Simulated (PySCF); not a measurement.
Deuteron quadrupole couplings in `CN[SiH2]/C=C/[SiH3]`

Species: C3H11NSi2.
Z-matrix (Å and degrees, PBE0-D3(BJ)/def2-SVP geometry), rows numbered from 1:
```
C 
N   1  1.4424
Si  2  1.7289  1  125.55
C   3  1.8733  2  108.38  1   160.17
C   4  1.3454  3  123.46  2   123.82
Si  5  1.8736  4  124.18  3  -179.78
H   1  1.1015  2  109.74  3   -27.88
H   1  1.1075  2  114.11  3    92.12
H   1  1.1037  2  111.49  3  -145.90
H   2  1.0144  1  113.87  3  -158.09
H   3  1.4974  2  106.20  1    39.25
H   3  1.5050  2  116.58  1   -80.42
H   4  1.1004  3  117.93  2   -55.65
H   5  1.1009  4  118.04  3     0.23
H   6  1.4966  5  110.68  4   120.57
H   6  1.4944  5  109.19  4     0.24
H   6  1.4963  5  110.76  4  -120.30
```

Level: PBE0/pcSseg-1 (PySCF, non-relativistic); Q(2H) = 0.00286 b; rigid geometry, the same for H and D, with no vibrational averaging.

Question: Rank these positions by the coupling χzz of a deuteron there, largest first.
A. H13 (vinylic hydrogen)
B. H9 (methyl hydrogen)
C. H10 (N–H hydrogen)
D. H15 (Si–H hydrogen)
E. H12 (Si–H hydrogen)
F. H8 (methyl hydrogen)

Answer: C (273 kHz), A (197 kHz), B (190 kHz), F (186 kHz), D (93 kHz), E (88 kHz).

Question: Tabulate Vzz, the asymmetry η and χzz = 234.96 MHz × Q × Vzz for every hydrogen position.

Answer: 
```csv
atom,bonded to,bond length (Å),Vzz (au),η,χzz (kHz)
H7,C1,1.102,0.2843,0.08,191
H8,C1,1.107,0.2761,0.05,186
H9,C1,1.104,0.2828,0.06,190
H10,N2,1.014,0.4062,0.20,273
H11,Si3,1.497,0.1369,0.04,92
H12,Si3,1.505,0.1311,0.02,88
H13,C4,1.100,0.2936,0.03,197
H14,C5,1.101,0.2918,0.04,196
H15,Si6,1.497,0.1389,0.02,93
H16,Si6,1.494,0.1400,0.03,94
H17,Si6,1.496,0.1391,0.02,93
```

Question: Average by the element that carries the hydrogen.

Answer: on C: 192 kHz over 5 positions, mean bond length 1.103 Å; on N: 273 kHz over 1 position, mean bond length 1.014 Å; on Si: 92 kHz over 5 positions, mean bond length 1.498 Å.

Question: A static deuteron (I = 1) shows a doublet split by (3/2)χ, (3/4)χ(1 + η) and (3/4)χ(1 − η) with the field along z, y and x of the gradient. What are these for H13?

Answer: With |χ| = 197.3 kHz and η = 0.033: 296, 153 and 143 kHz, to first order and without motion.

One conformer (not necessarily the lowest) at the PBE0-D3(BJ)/def2-SVP geometry, without solvent, vibrations or thermal averaging. The basis is small and wasn't made for field gradients, so the couplings can be 20 % off.

The run behind these numbers computed NMR shieldings as well. On an Arm Neoverse V1 with one thread, shared host with 32 logical CPUs at a one-minute load of 17, this took 27 s wall (with the writing of density and orbital grids) and 0.93 GiB of memory at its peak.
